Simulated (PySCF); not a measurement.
C₂H₁₀Si₄, SMILES [SiH3][SiH2][Si@@H]1C=C[SiH2]1.

The structure is a stationary point at B3LYP-D3(BJ)/def2-SVP. The structure was generated by enumeration; whether it is a known compound was not checked. One conformer was computed; it need not be the lowest.

Computed with PBE/def2-TZVP run with PySCF.

Isolated molecule, no solvent.

**Question.** Estimate the frontier levels, gap, dipole moment. (An estimate is asked for; the answer gives what the named calculation found.)

**Answer.** 
The highest occupied level comes out as -6.37 eV. The lowest empty level comes out as -1.91 eV and the orbital gap is 4.46 eV. The dipole moment is 0.81 D. The quadrupole, principal values (traceless, Buckingham form, about the centre of nuclear charge) is -3.40, -0.01, 3.41 D·Å.
